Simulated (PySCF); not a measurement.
## Mayer bond orders and bond lengths

Species: C5H3FO2.
Atom-mapped SMILES: `[O:1]=[C:2]1[CH:3]=[CH:4][C:5](=[O:6])[CH:7]1[F:8]` (hydrogens: H9 on C3; H10 on C4; H11 on C7)

Structure used (PBE0-D3(BJ)/def2-SVP), in Å, numbered top down from 1:
```
atom  x, y, z in Å
O1     2.5348   -0.1771    0.0919
C2     1.3466   -0.1042   -0.0608
C3     0.4905    1.1029    0.0954
C4    -0.8118    0.7608    0.1105
C5    -0.9665   -0.7125   -0.0305
O6    -1.9608   -1.3587    0.1538
C7     0.4049   -1.2463   -0.4480
F8     0.7251   -2.4370    0.1011
H9     0.9113    2.1043    0.2058
H10   -1.6685    1.4263    0.2353
H11    0.4130   -1.3292   -1.5531
```

Bond orders from the PBE0/pcSseg-1 density (PySCF). The structure is a single PBE0-D3(BJ)/def2-SVP conformer in the gas phase; no vibrational or solvent corrections.

(1) Where do the orders between heavy atoms depart from those drawn in the SMILES?

(2) Give the Mayer order of every bond, beside its length.

Answers

(1) The largest departure is 0.334, at C3–C4 (drawn double, 1.666). Drawn double or triple, more than 0.30 short of the drawn order: C3–C4 (1.666).

(2) 
```
  bond  drawn as  length (Å)  Mayer order
 O1–C2    double       1.200        2.024
 C2–C3    single       1.488        0.987
 C3–C4    double       1.347        1.666
 C4–C5    single       1.488        0.987
 C5–O6    double       1.200        2.024
 C5–C7    single       1.530        0.914
 C7–F8    single       1.350        0.933
 C7–C2    single       1.530        0.914
 C3–H9    single       1.092        0.962
C4–H10    single       1.092        0.962
C7–H11    single       1.108        0.906
```

By pair of heavy elements: C–O: all 2 within 0.02 of one another (2.024 to 2.024). C–C: lowest C5–C7 and C7–C2 (0.914, 1.530 Å), highest C3–C4 (1.666, 1.347 Å). Bonds named together lie within 0.004.

Q: Sum the orders of all bonds at each heavy atom with more than one neighbour and set the sums beside the valence in the SMILES.

A: C2 3.925 (drawn 4), C3 3.615 (drawn 4), C4 3.615 (drawn 4), C5 3.925 (drawn 4), C7 3.667 (drawn 4). Orders between atoms that aren't bonded are not in these sums.

The Mayer order sums products of elements of PS (density times overlap matrix) between the two atoms' basis functions, so it depends on the basis set.

The run behind these numbers computed NMR shieldings as well. Hardware: Arm Neoverse V1, one thread, shared host. Cost: 14 s of wall time.
